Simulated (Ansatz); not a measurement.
Pulling on the Sn1–H2 bond in FHSn (SMILES [F][SnH]) (multiplicity 1 held, fragments rigid). Energies count from the point at 1.793 Å.
Geometry at that point (charge 0, multiplicity 1):
```xyz
3

Sn    -0.091    -0.174     0.219
H     -1.035    -1.089    -1.000
F      0.620     1.086    -1.105
```

Unrestricted levels (U-) break spin symmetry where that is lower. Active spaces are followed from a long bond inwards. Curves can end on different states.

Frozen-core correlation. Filled d and f shells under p-block atoms count as core.

Programs: Ansatz (Gaussian orbitals). Each number belongs to the level named beside it. In def2 rows elements past Kr take small-core potentials, without spin–orbit coupling.

### Question
Estimate the energy at R = 5.739 Å that U-PBE/def2-TZVPP returns for this input.

### Answer
63.5 kcal/mol

### Question
Give the energy at R = 5.739 Å at the level FIC-MRCISD+Q on CASSCF(2,2)/def2-TZVPP.

### Answer
65.3 kcal/mol

Doubts at one or more of the structures used: a spin-contaminated determinant (U-PBE/def2-TZVPP).

Ansatz is a program for electronic structure.
